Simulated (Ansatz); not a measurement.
The cluster Na₅F₄, relaxed as a doublet with UKS PBE0-D4/def2-SVP in Ansatz, starting from the GFN1-xTB geometry. Force threshold 0.02 eV/Å.

The structure comes from a short search, and lower isomers may exist.

Start:

```xyz
9

Na    0.129   -1.134   -1.971
Na    0.295   -1.977    0.959
Na   -1.218    1.553   -1.028
Na    1.476    0.702    0.097
Na   -0.977    0.731    1.922
F     0.895   -0.170    1.847
F    -1.774    2.098    0.770
F     0.625    0.881   -1.748
F     0.549   -2.683   -0.848
```

(1) Estimate the energy that the relaxation releases and the steps that it takes.

(2) Does the start keep its bonding and symmetry?

(3) Predict the relaxed structure.

Results:

(1) 1.23 eV, in 13 steps; 54 s on 4 threads of Arm Neoverse V2 on a shared host. The force fell under the threshold at step 11, but the optimiser went on. No frequencies were taken in this run, so the end may be a saddle point.

(2) Bonds formed: Na4–F7, Na4–F9 (atoms count from 1). Metal–metal contacts that move far: Na1–Na2 3.05 to 3.93 Å, Na3–Na5 3.07 to 3.94 Å, Na2–Na5 3.14 to 3.94 Å, Na1–Na3 3.15 to 3.94 Å. The end is the same structure that another start reached, the lowest one found. Point group C2 at the start, C4v at the end, both within 0.05 Å.

(3) 
```csv
atom,x (Å),y (Å),z (Å)
Na1,0.311,-1.307,-2.468
Na2,0.603,-2.425,1.289
Na3,-1.319,2.094,-1.337
Na4,0.706,0.327,0.044
Na5,-1.036,0.970,2.427
F6,0.340,-0.527,2.067
F7,-0.717,1.942,0.633
F8,0.027,0.695,-2.045
F9,1.086,-1.768,-0.609
```
Bond lengths (bridged metal pairs left out): 12 × F–Na 2.06 to 2.23 Å.
